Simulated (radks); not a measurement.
Results of a calculation; reference values are marked as such.
Excited configurations of Se3+: one electron is placed in a higher orbital outside [Ar] 3d10 4s2. The ground configuration is [Ar] 3d10 4s2 4p1. Level of theory: Dirac Kohn-Sham, PBE, spin-unpolarised, spherical densities, point nucleus; open shells fill j = l - 1/2 first (a radial shooting solver on a logarithmic mesh with Libxc functionals). Excitation = E - E(ground); binding = E(ion) - E, where the ion is the core of charge +4; n* = 4/sqrt(2 binding) in atomic units, and the quantum defect is n - n*.

outer orbital  excitation (eV)  binding (eV)  quantum defect  <r> (bohr)
4d3/2                   17.515        25.071           1.053       2.603
5s1/2                   19.032        23.554           1.960       3.560
5d3/2                   28.554        14.033           1.061       5.234
5f5/2                   33.122         9.464           0.204       7.231
6p1/2                   30.762        11.824           1.709       6.843
6d3/2                   33.553         9.034           1.091       8.508
7s1/2                   33.812         8.774           2.019       9.508
7p1/2                   34.714         7.873           1.741       10.38
7d3/2                   36.266         6.320           1.131       12.49

The Delta-SCF ionisation energy is 42.586 eV (NIST Atomic Spectra Database: 42.947 eV, measured). Self-interaction in the functional shifts the binding energies and quantum defects, so they are the method's values and not measured ones. Spin polarisation and multiplet splitting are left out, so open shells lie too high by an amount that depends on their filling.

Beside tabulated values, note that spin-unpolarised runs miss the spin-polarisation part of the exchange energy of open shells.
